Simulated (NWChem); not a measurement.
# C2H8Si2; SMILES C=C([SiH3])[SiH3]

Program: NWChem. Structure relaxed at the B3LYP/6-31G* (spherical d) level. Hybrids' shares of exact exchange are those that their runs print; pure functionals count as 0. The functionals differ in more than this share.

```
row                                    share of exact exchange  orbital gap (eV)
-------------------------------------  -----------------------  ----------------
PBE/def2-TZVP                                             0.00              5.06
LDA (Slater exchange, VWN5)/def2-TZVP                     0.00              4.99
TPSSh/def2-TZVP                                           0.10              6.11
B3LYP/def2-TZVP                                           0.20              6.73
Hartree-Fock/def2-TZVP                                    1.00          withheld
```

Question: Fit a straight line of the last column on the one before it, predict the withheld value, and compare with the run.

Answer: 
1. Means of the 4 shown rows: x = 0.075, y = 5.723. Slope Σ(x − x̄)(y − ȳ)/Σ(x − x̄)² = 0.2403/0.02750 = 8.736; intercept 5.067.
2. The shown rows scatter about the line by 0.102 (root mean square); the largest residual is +0.17, at TPSSh/def2-TZVP.
3. At x = 1.00 (Hartree-Fock/def2-TZVP; beyond the shown range) the line gives 13.80.
4. The run gives 13.33, -0.47 from the line, 4.6 times the scatter.
